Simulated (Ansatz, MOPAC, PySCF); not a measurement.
Species: InH, net charge 0, singlet state. SMILES: [InH]
Geometry: optimised at B3LYP-D3(BJ)/def2-TZVP (Ansatz, a first-principles code).

Quantity: vertical ionisation energy to the doublet, in eV. Set-up: each state is the SCF solution reached for its charge and spin; LANL2DZ with its own core potentials from Na on; open shells spin-unrestricted; six Cartesian d functions in 6-31G* and its kin unless marked 5d; STO-3G and 3-21G all-electron and non-relativistic; PM7 with its own dispersion and hydrogen-bond terms; no spin-orbit coupling; def2 sets with scalar-relativistic core potentials past Kr. Ab initio and DFT rows: single points at B3LYP-D3(BJ) geometries (Ansatz). Semi-empirical rows: differences of heats of formation at the shared geometry for vertical values.

| level | program | vertical ionisation energy to the doublet (eV) |
|---|---|---|
| AM1 | MOPAC | 7.70 |
| PM7 | MOPAC | 7.07 |
| PBE/6-31G* with LANL2DZ past Ar | Ansatz | 7.98 |
| B3LYP/3-21G | Ansatz | 7.79 |
| B3LYP/6-31G* with LANL2DZ past Ar | Ansatz | 8.04 |
| M06-2X/6-31G* with LANL2DZ past Ar (5d) | PySCF | 8.00 |
| PBE0/def2-TZVPD | Ansatz | 7.93 |
| wB97X-V/def2-TZVPD | Ansatz | 8.02 |

No value to compare with is used here. The 6 habitual levels span 7.07 (PM7) to 8.04 eV (B3LYP/6-31G* with LANL2DZ past Ar); wB97X-V/def2-TZVPD gives 8.02.

The levels are drawn from those run, B3LYP/6-31G* more often than the rest, none by its result; runs whose electronic state is in doubt are left out.
